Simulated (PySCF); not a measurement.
CH₃Si, SMILES C=[SiH] (connectivity only; charge and spin as stated), charge +1, multiplicity 1.

Coordinates come from a r2SCAN-D4/def2-TZVP optimisation. A frequency run showed that this geometry is not a minimum. The multiplicity is an assumed one; other spin states were not compared. The isomer is the one that the SMILES or the coordinates give; other isomers of the formula were not compared.

Level of theory: TDA-PBE/def2-TZVPD run with PySCF.

Vertical excitations.  State labels are in the subgroup C2v.

| state | symmetry | energy (eV) | λ (nm) | f | main pairs |
|---|---|---|---|---|---|
| S1 | A2 | 2.23 | 555 | 0.000 | HOMO→LUMO 100 % |
| S2 | B1 | 4.03 | 308 | 0.036 | HOMO→LUMO+1 99 % |
| S3 | A1 | 5.46 | 227 | 0.092 | HOMO→LUMO+2 71 %, HOMO−2→LUMO 16 % |
| S4 | B2 | 6.20 | 200 | 0.001 | HOMO−1→LUMO 99 % |
| S5 | A1 | 7.18 | 173 | 0.040 | HOMO−2→LUMO 72 %, HOMO−1→LUMO+1 20 % |
| S6 | B1 | 7.78 | 159 | 0.000 | HOMO−1→LUMO+2 100 % |
| S7 | B1 | 8.08 | 153 | 0.081 | HOMO→LUMO+3 100 % |
| S8 | B2 | 8.10 | 153 | 0.014 | HOMO−2→LUMO+1 99 % |
| S9 | A2 | 8.38 | 148 | 0.000 | HOMO−2→LUMO+2 99 % |
| S10 | A2 | 8.99 | 138 | 0.000 | HOMO→LUMO+5 99 % |
| T1 | A2 | 1.76 | 703 | 0 | HOMO→LUMO 100 % |
| T2 | A1 | 2.84 | 437 | 0 | HOMO→LUMO+2 99 % |
| T3 | B1 | 3.04 | 408 | 0 | HOMO→LUMO+1 99 % |
| T4 | B2 | 5.54 | 224 | 0 | HOMO−1→LUMO 99 % |
Triplets are in the Tamm–Dancoff approximation.
